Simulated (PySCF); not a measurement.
Parent: `[Cl:1]/[CH:2]=[CH:3]/[c:4]1[cH:5][cH:6][cH:7][cH:8][cH:9]1` with C2–C3–C4–C5 0°, C8H7Cl.

Level of theory: PySCF, PBE0-D3(BJ)/def2-SVP geometry optimisation, gas phase. One conformer each, not checked by frequencies here.

| coordinate of the parent | value |
| --- | --- |
| Cl1–C2 | 1.722 Å |
| C2=C3 | 1.338 Å |
| C3–C4 | 1.464 Å |
| C4–C5 | 1.406 Å |
| C5–C6 | 1.389 Å |
| C6–C7 | 1.396 Å |
| C7–C8 | 1.393 Å |
| C8–C9 | 1.392 Å |
| C4–C9 | 1.404 Å |
| Cl1–C2–C3 | 122.9° |
| C2–C3–C4 | 126.1° |
| C3–C4–C5 | 123.4° |
| C3–C4–C9 | 118.6° |
| C5–C4–C9 | 118.1° |
| C4–C5–C6 | 120.8° |
| C5–C6–C7 | 120.4° |
| C6–C7–C8 | 119.5° |
| C7–C8–C9 | 120.1° |
| C4–C9–C8 | 121.1° |

**Question.** How does the shared frame change in `[F:1][c:2]1[cH:3][cH:4][c:5](/[CH:6]=[CH:7]/[Cl:8])[cH:9][cH:10]1` with C4–C5–C6–C7 0°, C8H6ClF? Atoms pair as Cl1 = Cl8, C2 = C7, C3 = C6, C4 = C5, C5 = C4, C6 = C3, C7 = C2, C8 = C10, C9 = C9 (parent first).

**Answer.** 
```json
{"parent": "Cl1–C2", "relative": "Cl8–C7", "value in the relative": "1.722 Å", "change": "0.000"}
{"parent": "C2=C3", "relative": "C7=C6", "value in the relative": "1.338 Å", "change": "0.000"}
{"parent": "C3–C4", "relative": "C6–C5", "value in the relative": "1.464 Å", "change": "0.000"}
{"parent": "C4–C5", "relative": "C5–C4", "value in the relative": "1.406 Å", "change": "0.000"}
{"parent": "C5–C6", "relative": "C4–C3", "value in the relative": "1.388 Å", "change": "-0.001"}
{"parent": "C6–C7", "relative": "C3–C2", "value in the relative": "1.392 Å", "change": "-0.004"}
{"parent": "C7–C8", "relative": "C2–C10", "value in the relative": "1.388 Å", "change": "-0.005"}
{"parent": "C8–C9", "relative": "C10–C9", "value in the relative": "1.391 Å", "change": "-0.001"}
{"parent": "C4–C9", "relative": "C5–C9", "value in the relative": "1.404 Å", "change": "0.000"}
{"parent": "Cl1–C2–C3", "relative": "Cl8–C7–C6", "value in the relative": "122.9°", "change": "0.0"}
{"parent": "C2–C3–C4", "relative": "C7–C6–C5", "value in the relative": "126.2°", "change": "+0.1"}
{"parent": "C3–C4–C5", "relative": "C6–C5–C4", "value in the relative": "123.4°", "change": "0.0"}
{"parent": "C3–C4–C9", "relative": "C6–C5–C9", "value in the relative": "118.7°", "change": "+0.1"}
{"parent": "C5–C4–C9", "relative": "C4–C5–C9", "value in the relative": "117.9°", "change": "-0.2"}
{"parent": "C4–C5–C6", "relative": "C5–C4–C3", "value in the relative": "121.3°", "change": "+0.5"}
{"parent": "C5–C6–C7", "relative": "C4–C3–C2", "value in the relative": "119.2°", "change": "-1.2"}
{"parent": "C6–C7–C8", "relative": "C3–C2–C10", "value in the relative": "121.3°", "change": "+1.8"}
{"parent": "C7–C8–C9", "relative": "C2–C10–C9", "value in the relative": "118.8°", "change": "-1.3"}
{"parent": "C4–C9–C8", "relative": "C5–C9–C10", "value in the relative": "121.6°", "change": "+0.5"}
```

Of the parent's bonds, C6–C7 and C7–C8 change most and about equally (-0.005 to -0.004 Å). Bonds of the relative outside the shared frame: F1–C2 1.330 Å. Point group Cs → Cs.

**Question.** How does the shared frame change in `[CH3:1][S:2][c:3]1[cH:4][cH:5][c:6](/[CH:7]=[CH:8]/[Cl:9])[cH:10][cH:11]1` with C1–S2–C3–C4 -2°, C5–C6–C7–C8 -179°, C9H9ClS? Atoms pair as Cl1 = Cl9, C2 = C8, C3 = C7, C4 = C6, C5 = C10, C6 = C11, C7 = C3, C8 = C4, C9 = C5 (parent first).

**Answer.** 
```tsv
parent	relative	value in the relative	change
Cl1–C2	Cl9–C8	1.723 Å	+0.001
C2=C3	C8=C7	1.339 Å	+0.001
C3–C4	C7–C6	1.461 Å	-0.003
C4–C5	C6–C10	1.408 Å	+0.002
C5–C6	C10–C11	1.383 Å	-0.006
C6–C7	C11–C3	1.407 Å	+0.011
C7–C8	C3–C4	1.398 Å	+0.005
C8–C9	C4–C5	1.392 Å	0.000
C4–C9	C6–C5	1.401 Å	-0.003
Cl1–C2–C3	Cl9–C8–C7	122.8°	-0.1
C2–C3–C4	C8–C7–C6	126.3°	+0.2
C3–C4–C5	C7–C6–C10	123.7°	+0.3
C3–C4–C9	C7–C6–C5	119.1°	+0.5
C5–C4–C9	C10–C6–C5	117.3°	-0.8
C4–C5–C6	C6–C10–C11	121.3°	+0.5
C5–C6–C7	C10–C11–C3	120.8°	+0.4
C6–C7–C8	C11–C3–C4	118.5°	-1.0
C7–C8–C9	C3–C4–C5	120.2°	+0.1
C4–C9–C8	C6–C5–C4	121.9°	+0.8
```

Of the parent's bonds, C6–C7 changes most (+0.011 Å). Bonds of the relative outside the shared frame: C1–S2 1.797, S2–C3 1.758 Å.

**Question.** How does the shared frame change in `[CH3:1][Se:2][c:3]1[cH:4][cH:5][c:6](/[CH:7]=[CH:8]/[Cl:9])[cH:10][cH:11]1` with C1–Se2–C3–C4 -1°, C5–C6–C7–C8 174°, C9H9ClSe? Atoms pair as Cl1 = Cl9, C2 = C8, C3 = C7, C4 = C6, C5 = C10, C6 = C11, C7 = C3, C8 = C4, C9 = C5 (parent first).

**Answer.** 
| parent | relative | value in the relative | change |
| --- | --- | --- | --- |
| Cl1–C2 | Cl9–C8 | 1.722 Å | 0.000 |
| C2=C3 | C8=C7 | 1.339 Å | +0.001 |
| C3–C4 | C7–C6 | 1.462 Å | -0.002 |
| C4–C5 | C6–C10 | 1.407 Å | +0.001 |
| C5–C6 | C10–C11 | 1.385 Å | -0.004 |
| C6–C7 | C11–C3 | 1.405 Å | +0.009 |
| C7–C8 | C3–C4 | 1.397 Å | +0.004 |
| C8–C9 | C4–C5 | 1.392 Å | 0.000 |
| C4–C9 | C6–C5 | 1.402 Å | -0.002 |
| Cl1–C2–C3 | Cl9–C8–C7 | 122.7° | -0.2 |
| C2–C3–C4 | C8–C7–C6 | 126.3° | +0.2 |
| C3–C4–C5 | C7–C6–C10 | 123.6° | +0.2 |
| C3–C4–C9 | C7–C6–C5 | 119.0° | +0.4 |
| C5–C4–C9 | C10–C6–C5 | 117.4° | -0.7 |
| C4–C5–C6 | C6–C10–C11 | 121.2° | +0.4 |
| C5–C6–C7 | C10–C11–C3 | 120.8° | +0.4 |
| C6–C7–C8 | C11–C3–C4 | 118.7° | -0.8 |
| C7–C8–C9 | C3–C4–C5 | 120.0° | -0.1 |
| C4–C9–C8 | C6–C5–C4 | 121.9° | +0.8 |

Of the parent's bonds, C6–C7 changes most (+0.009 Å). Bonds of the relative outside the shared frame: C1–Se2 1.934, Se2–C3 1.898 Å.
